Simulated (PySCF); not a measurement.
Bond length, frequency and bond energy of NbP by level of theory

State: ³Δ (triplet), unpaired electrons σ ↑, δ ↑. Set-up: basis Nb def2-TZVPP with ECP28, P def2-TZVPP; scalar-relativistic core potentials; PySCF 2.14. De refers to Nb (4d4 5s1) + P in their high-spin ground configurations, without counterpoise correction. The functionals are run spin-unrestricted. A positive dipole means Nb(−)P(+). Levels whose curve was spin-contaminated or gave no clean fit are not listed.

```json
{"Level": "ROHF", "Re (Å)": "2.093", "ωe (cm⁻¹)": "624", "De (eV)": "n/a", "μ (D)": "-5.62"}
{"Level": "ROHF-MP2", "Re (Å)": "2.164", "ωe (cm⁻¹)": "519", "De (eV)": "n/a", "μ (D)": "n/a"}
{"Level": "ROHF-SCS-MP2", "Re (Å)": "2.162", "ωe (cm⁻¹)": "523", "De (eV)": "n/a", "μ (D)": "n/a"}
{"Level": "ROHF-CCSD", "Re (Å)": "2.128", "ωe (cm⁻¹)": "565", "De (eV)": "3.21", "μ (D)": "n/a"}
{"Level": "ROHF-CCSD(T)", "Re (Å)": "2.151", "ωe (cm⁻¹)": "537", "De (eV)": "3.93", "μ (D)": "n/a"}
{"Level": "PBE", "Re (Å)": "2.142", "ωe (cm⁻¹)": "537", "De (eV)": "4.43", "μ (D)": "-3.81"}
{"Level": "TPSS", "Re (Å)": "2.145", "ωe (cm⁻¹)": "534", "De (eV)": "4.31", "μ (D)": "-4.09"}
{"Level": "MN15", "Re (Å)": "2.099", "ωe (cm⁻¹)": "573", "De (eV)": "4.12", "μ (D)": "-4.10"}
```

**Question.** Which functional lies closest to ROHF-CCSD(T) in De, which farthest, and by how much do they differ from it?

**Answer.** Closest is MN15 (-5.2 pm in Re, +6.7 % in ωe, +0.19 eV in De against ROHF-CCSD(T) in the same basis), farthest PBE (-0.9 pm in Re, +0.0 % in ωe, +0.50 eV in De). CCSD(T) converges more slowly with the basis than the functionals do and binds too weakly in this one, so the order can change at the basis-set limit.

**Question.** What does second-order correlation do here, going from ROHF to ROHF-MP2?

**Answer.** ROHF-MP2 less ROHF: +7.1 pm in Re, -16.8 % in ωe. Correlation nearly always deepens the well. The bond lengthens, as in strong covalent bonds, where excitations into antibonding orbitals dominate.

**Question.** What does the triples do here, going from ROHF-CCSD to ROHF-CCSD(T)?

**Answer.** ROHF-CCSD(T) less ROHF-CCSD: +2.3 pm in Re, -5.0 % in ωe, +0.72 eV in De. Correlation nearly always deepens the well. The bond lengthens, as in strong covalent bonds, where excitations into antibonding orbitals dominate.

Correlated steps freeze 5 core orbitals. The metal atom is held in its measured ground configuration; semilocal functionals can put another filling of s and d lower by some tenths of an eV, and De to that atom would be smaller. These are scalar-relativistic numbers at best; spin–orbit coupling would shift them, the dissociation energy most. The CCSD T1 diagnostic is raised, a sign that a single reference may not be enough here. UHF is strongly spin-contaminated for NbP, so the ROHF reference used there is far from stable. The state is the lowest single determinant that the PBE0 search found; with open d or f shells the true ground state can be another one.

The whole job (state search and all levels along the bond) took about 21 min on 2 threads of Arm Neoverse V1 (shared host), peak memory 4.7 GiB.
